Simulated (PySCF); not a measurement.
Species: C5H10GeSi.
SMILES: `C=[C](C)[GeH2][C]#C[SiH3]`

Computed with PySCF at B3LYP/def2-SVPD, non-relativistic, on one gas-phase PBE0-D3(BJ)/def2-SVP geometry that isn't relaxed in the solvent. The solvent is an IEF-PCM continuum (van der Waals radii × 1.2), and excitations are vertical TDDFT with non-equilibrium linear response and a frozen core. The model holds no explicit solvent molecules, cavitation or dispersion. Spin–orbit coupling is left out although an atom past zinc is present.

Gas-phase singlets (H = HOMO, L = LUMO):

```
state  E (eV)  λ (nm)      f  leading configurations
   S1   5.536     224  0.000  H-1→L+1 44%, H-2→L 39%
   S2   5.697     218  0.006  H-1→L 37%, H-2→L+1 29%
   S3   5.706     217  0.000  H-1→L+1 42%, H-2→L 27%
   S4   6.060     205  0.019      H→L 59%, H→L+1 25%
   S5   6.205     200  0.011      H→L+1 68%, H→L 16%
```

Task: Give the list for acetone (ε = 20.49), n² = 1.85.

Result: 
| state | E (eV) | λ (nm) | f | leading configurations | change by rank (eV) |
| --- | --- | --- | --- | --- | --- |
| S1 | 5.593 | 222 | 0.000 | H-1→L+1 46%, H-2→L 42% | +0.057 |
| S2 | 5.736 | 216 | 0.014 | H-1→L 50%, H-2→L+1 37% | +0.039 |
| S3 | 5.749 | 216 | 0.000 | H-1→L+1 44%, H-2→L 43% | +0.043 |
| S4 | 5.922 | 209 | 0.024 | H→L 73%, H→L+1 15% | -0.138 |
| S5 | 6.039 | 205 | 0.012 | H→L+1 81%, H→L 12% | -0.166 |

Task: The ground-state energy changes by -0.083 eV from gas to acetone. By how much does the total energy of gas-phase S4 change?

Result: E(S4) = E(S0) + excitation energy, so it changes by -0.083 − 0.138 = -0.221 eV: it is lowered more than the ground state, which is what a red shift means. This is the vertical state, with the slow part of the continuum still set for S0.

Task: How do the frontier levels move from gas to acetone?

Result: 
| orbital | gas (eV) | solvent (eV) | change (eV) |
| --- | --- | --- | --- |
| LUMO+2 | -0.30 | -0.23 | +0.07 |
| LUMO+1 | -0.61 | -0.65 | -0.04 |
| LUMO | -0.76 | -0.77 | -0.01 |
| HOMO | -7.48 | -7.37 | +0.11 |
| HOMO-1 | -7.66 | -7.72 | -0.06 |
| HOMO-2 | -7.74 | -7.84 | -0.10 |
| HOMO-3 | -8.75 | -8.67 | +0.08 |

The HOMO–LUMO gap goes from 6.72 to 6.61 eV. Rows go by rank; for LUMO and LUMO+1 the atom shares or the degeneracy differ between the runs, so the row needn't follow one orbital.

The values belong to the conformer `[CH2:1]=[C:2]([CH3:3])[GeH2:4][C:5]#[C:6][SiH3:7]`: C1–C2–Ge4–C5 125°.
